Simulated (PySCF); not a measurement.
`C(/C)(=C/Br)CC#N`, C₅H₆BrN

Molfile (atoms numbered from 1):
```
C5H6BrN
     RDKit          3D

 13 12  0  0  0  0  0  0  0  0999 V2000
   -0.8695   -1.1576    0.1575 C   0  0  0  0  0  0  0  0  0  0  0  0
   -0.3170    0.1987   -0.1277 C   0  0  0  0  0  0  0  0  0  0  0  0
   -0.9669    1.3439    0.0243 C   0  0  0  0  0  0  0  0  0  0  0  0
   -2.7591    1.4847    0.6222 Br  0  0  0  0  0  0  0  0  0  0  0  0
    1.1165    0.2227   -0.6110 C   0  0  0  0  0  0  0  0  0  0  0  0
    1.9972   -0.1461    0.4725 C   0  0  0  0  0  0  0  0  0  0  0  0
    2.6746   -0.4414    1.3433 N   0  0  0  0  0  0  0  0  0  0  0  0
   -1.8633   -1.0993    0.5922 H   0  0  0  0  0  0  0  0  0  0  0  0
   -0.2129   -1.6876    0.8478 H   0  0  0  0  0  0  0  0  0  0  0  0
   -0.9269   -1.7406   -0.7624 H   0  0  0  0  0  0  0  0  0  0  0  0
   -0.5296    2.3072   -0.1859 H   0  0  0  0  0  0  0  0  0  0  0  0
    1.4018    1.2152   -0.9681 H   0  0  0  0  0  0  0  0  0  0  0  0
    1.2507   -0.4995   -1.4223 H   0  0  0  0  0  0  0  0  0  0  0  0
  1  2  1  0
  2  3  2  0
  3  4  1  0
  2  5  1  0
  5  6  1  0
  6  7  3  0
  1  8  1  0
  1  9  1  0
  1 10  1  0
  3 11  1  0
  5 12  1  0
  5 13  1  0
M  END
```

Method: GIAO CAM-B3LYP/pcSseg-1 magnetisability, rotational g tensor and spin-rotation constants, non-relativistic, gas phase (PySCF). Geometry: GFN2-xTB.

The calculation is non-relativistic, which matters for the atoms heavier than Zn.

Problem. What are the magnetisability and the molar susceptibility?

Solution. Isotropic -1359 × 10⁻³⁰ J/T², or -81.8 × 10⁻⁶ cm³/mol; principal values -1515, -1329, -1233 × 10⁻³⁰ J/T², anisotropy 248 × 10⁻³⁰ J/T² (root of half the summed squared differences of the principal values). The susceptibility is in cgs units.

Problem. Split it along the inertial axes a, b, c into diamagnetic and paramagnetic parts about the centre of mass, with the quadrupole moment.

Solution. 
```
axis  χ (10⁻⁶ cm³/mol)  diamagnetic (10⁻⁶ cm³/mol)  paramagnetic (10⁻⁶ cm³/mol)  summed x² of all electrons (Å²)  quadrupole Θ (D Å)
   a             -82.9                      -360.6                        277.7                            356.3              -15.09
   b             -75.5                     -1661.1                       1585.6                             49.7              +10.46
   c             -87.1                     -1722.3                       1635.2                             35.3               +4.62
```
Anisotropies 2χaa − χbb − χcc = -3.2 and 2χbb − χaa − χcc = +19.0 × 10⁻⁶ cm³/mol. Θ is traceless in Buckingham's convention.

Problem. And the rotational g tensor?

Solution. 
```tsv
axis	rotational constant (GHz)	g	nuclear part	electronic part
a	4.9716	-0.0278	0.6208	-0.6486
b	0.6835	-0.0110	0.4982	-0.5092
c	0.6644	-0.0060	0.5043	-0.5104
```
Asymmetric top; isotopes 79Br, 12C, 1H, 14N; no vibrational averaging.
